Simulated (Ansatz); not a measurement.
Relaxation of BH5LiOSi (9 atoms, charge 1, multiplicity 1), to a largest force component of 0.015 eV/Å in at most 40 steps.

Level of theory: RKS B3LYP-D4/def2-SVP (Ansatz).

```xyz
9
Properties=species:S:1:pos:R:3
Li -2.480 1.323 -1.024
B -0.609 0.633 -0.144
O 0.357 1.302 0.654
Si 0.115 -1.233 -0.348
H 1.156 0.807 0.961
H 0.323 2.224 0.942
H 1.388 -1.170 0.442
H -0.719 -2.283 0.238
H 0.469 -1.603 -1.720
```

Question: Where does it end, and by what steps?

Answer: The run converged. The force dipped under the threshold on the way, but the program's further checks kept it going. Limits of this set-up: the dipole of an ion depends on the origin. After 9 steps the energy has fallen by 0.115 eV; H7 moved furthest, 0.21 Å.

```csv
step,energy less start (eV),largest force component (eV/Å),accepted
0,0.0000,1.232,yes
1,-0.0804,0.751,yes
2,-0.1061,0.294,yes
3,-0.1103,0.133,yes
4,-0.1119,0.109,yes
5,-0.1122,0.234,yes
6,-0.1143,0.047,yes
7,-0.1149,0.029,yes
8,-0.1154,0.007,yes
9,-0.1154,0.015,yes
```

```xyz
9
Properties=species:S:1:pos:R:3
Li -2.504 1.341 -1.039
B -0.601 0.589 -0.158
O 0.374 1.353 0.684
Si 0.171 -1.299 -0.340
H 1.205 0.971 1.051
H 0.251 2.289 0.928
H 1.471 -1.357 0.419
H -0.786 -2.287 0.234
H 0.419 -1.600 -1.778
```

Whether the end is a true minimum wasn't checked by a vibrational analysis.

Run time: 37 s on 1 thread of Arm Neoverse V2 (shared host), peak memory 0.15 GiB.
